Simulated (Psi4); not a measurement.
C₂H₇O (SMILES C[OH+]C), charge +1, singlet, geometry from GFN2-xTB. Base run: CCSD(T)/6-31G* (Psi4).

Here is a job for Psi4.
```
memory 2 GB

molecule {
1 1
  C    -0.00223143    1.21625181   -0.23715729
  O     0.06253569   -0.00293426    0.54553241
  C     0.01855330   -1.21299750   -0.25260614
  H     0.03713273    2.06033938    0.44988519
  H     0.87422661    1.24376925   -0.88384307
  H    -0.90875310    1.26332016   -0.84164350
  H     0.07242889   -2.06495723    0.42365030
  H    -0.88709609   -1.26787824   -0.85774070
  H     0.89528349   -1.21728810   -0.89949420
  H    -0.68143921   -0.01335695    1.18350721
}

set basis 6-31g*

energy('ccsd(t)')
print_variables()
```

Variants of this job, named by their change:

| change | ΔE vs base (mEh) | MP2 correlation (Eh) | CC correlation without the perturbative part (Eh) | basis functions | core-seconds (rough) |
|---|---|---|---|---|---|
| base | 0.000 | -0.44634 | -0.48333 | 59 | 10 |
| cc_type = df | -0.008 | -0.44609 | -0.48338 | 59 | 9 |
| method = mp3 | (withheld) | -0.44609 | - | 59 | 3 |
| method = cepa(1) | 7.888 | -0.44634 | - | 59 | 7 |
| puream = off | 0.000 | -0.44634 | -0.48333 | 59 | 20 |
| method = mp2.5 | (withheld) | -0.44609 | - | 59 | 3 |
| scf_type = pk; mp2_type = conv | 0.000 | -0.44634 | -0.48333 | 59 | 20 |
| method = dlpno-mp2 | (withheld) | (withheld) | - | 59 | 4 |
| puream = on | 11.360 | -0.43658 | -0.47409 | 56 | 10 |
| method = fno-ccsd(t) | 0.000 | -0.44634 | -0.48333 | 59 | 10 |

**Question.** Complete the blanks.

**Answer.** 
- method = mp3, ΔE vs base (mEh): 20.163
- method = mp2.5, ΔE vs base (mEh): 34.013
- method = dlpno-mp2, ΔE vs base (mEh): 47.995
- method = dlpno-mp2, MP2 correlation (Eh): -0.44596
